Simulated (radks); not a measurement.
The numbers below are computed, except where a source is named.
Question: Ionisation of K+, [Ar], to K2+, [Ne] 3s2 3p5, under several functionals. Dirac Kohn-Sham, spin-unpolarised, spherical densities, finite nucleus; open shells fill j = l - 1/2 first; a radial shooting solver on a logarithmic mesh with Libxc functionals. Known Delta-SCF values: exchange-only LDA 30.362 eV; Wu-Cohen GGA 31.813 eV; PBE 31.834 eV. What does exchange-only B88 give, and what is its highest occupied eigenvalue?

Answer: 30.687 eV by Delta-SCF; the 3p3/2 eigenvalue is -23.671 eV. NIST: 31.625 eV (measured).

Beside tabulated values, note that spin-unpolarised runs miss the spin-polarisation part of the exchange energy of open shells.
